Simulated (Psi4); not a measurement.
CHNO, triplet (typed; the unrestricted solution is spin-contaminated), at a GFN2-xTB geometry (a higher spin typed on purpose: for a closed-shell molecule this is an excited state). Base run: HF/3-21G (Psi4 1.11).

Psi4 was given this input:
```
memory 2 GB

molecule mol {
0 3
N    -1.098185    0.248837    0.182049
C     0.114465   -0.303545    0.214560
O     1.099133    0.032439   -0.419007
H    -1.792559   -0.180102    0.790356
}

set {
  basis 3-21g
  reference uhf
}

energy('scf')
print_variables()
```

Variants of this job, named by their change:

```
change                           ΔE vs base (mEh)  SCF cycles  basis functions        outcome
-------------------------------  ----------------  ----------  ---------------  -------------
base                                        0.000          14               29      converged
scf_type = direct                          -0.105          16               29      converged
guess = modhuckel                           0.000          13               29      converged
scf_type = mem_df                           0.000          14               29      converged
e_convergence = 1e-4                        0.000          14               29      converged
scf_type = dfdirj+cosx                     -0.179          15               29      converged
puream = true                               0.113          14               29      converged
damping_percentage = 50                         -           -               29  not converged
scf_type = out_of_core                     -0.105          14               29      converged
e_convergence = 1e-8                        0.000          14               29      converged
scf_initial_accelerator = ediis             0.000          14               29      converged
scf_type = cd                               0.261          14               29      converged
guess = huckel                              0.000          14               29      converged
```

Open shells are given as the SCF converged; they aren't shown to be the lowest states, and a large step between rows can be another state.
